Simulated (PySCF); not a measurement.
Excitation energy of Cl²⁺ by level of theory

Cl²⁺ [Ne] 3s2 3p3 (4S) → Cl²⁺ [Ne] 3s1 3p3 4s1 (6S), as a difference of total energies. Calculation: PySCF 2.14, in aug-cc-pwCVDZ; the non-relativistic Hamiltonian (point nucleus). Correlated levels: valence: [Ne] frozen; valence and next inner shell: 1s2 frozen; nothing frozen. The calculations carry no spin-orbit coupling.

```tsv
method	excitation energy (eV)
UHF	28.079
LDA	30.233
PBE	30.138
PBE0	30.072
r2SCAN	29.662
PW91	30.178
M06-L	30.779
wB97M-V	30.177
PBEsol	29.988
MP2 (valence)	29.363
SCS-MP2 (valence)	29.832
MP2 (valence and next inner shell)	29.574
SCS-MP2 (valence and next inner shell)	29.989
MP2 (all electrons)	29.571
SCS-MP2 (all electrons)	29.987
```

**Question.** How much does correlation contribute at MP2 (all electrons)?

**Answer.** 29.571 − (28.079) = 1.492 eV, measured against UHF.

The promoted electron is Rydberg-like, and one or two diffuse shells describe it only roughly, which tends to raise the upper state.
